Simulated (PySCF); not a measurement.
C₆ coefficients of unlike pairs at PBE0

Calculated with PySCF 2.14 from the dipole response of each species, C₆(A,B) = (3/π) ∫ α_A(iu) α_B(iu) du, in atomic units, from isotropic polarisabilities. For ions this is the dispersion term alone; charge-induced terms of lower order in 1/R come first.

```json
{"species": "Mn⁺", "configuration": "[Ar] 3d5 4s1 (7S)", "basis": "def2-TZVPPD (6s6p4d2f1g)", "relativity": "none", "α (bohr³)": "30.74", "C₆ (like pair)": "153.3"}
{"species": "Si", "configuration": "[Ne] 3s2 3p2 (3P)", "basis": "x2c-TZVPPall with one added diffuse shell each of s, p, d type (6s6p4d1f)", "relativity": "spin-free X2C", "α (bohr³)": "39.68", "C₆ (like pair)": "325.2"}
{"species": "N⁺", "configuration": "[He] 2s2 2p2 (3P)", "basis": "def2-QZVPPD (8s4p4d2f1g)", "relativity": "none", "α (bohr³)": "3.863", "C₆ (like pair)": "8.288"}
{"species": "C", "configuration": "[He] 2s2 2p2 (3P)", "basis": "aug-cc-pwCVQZ (9s8p6d4f2g)", "relativity": "none", "α (bohr³)": "12.69", "C₆ (like pair)": "50.83"}
```

Estimate C₆ for N⁺ with Mn⁺.

The integral gives 31.37. The combination rule 2 C_A C_B / (C_A α_B/α_A + C_B α_A/α_B) gives 29.83 and the geometric mean 35.65.

No spin-orbit coupling is included.

The other pairs:

| pair | C₆ |
| --- | --- |
| N⁺, Si | 46.41 |
| C, Si | 125.7 |
| C, Mn⁺ | 84.78 |
| C, N⁺ | 19.80 |
| Si, Mn⁺ | 221.3 |
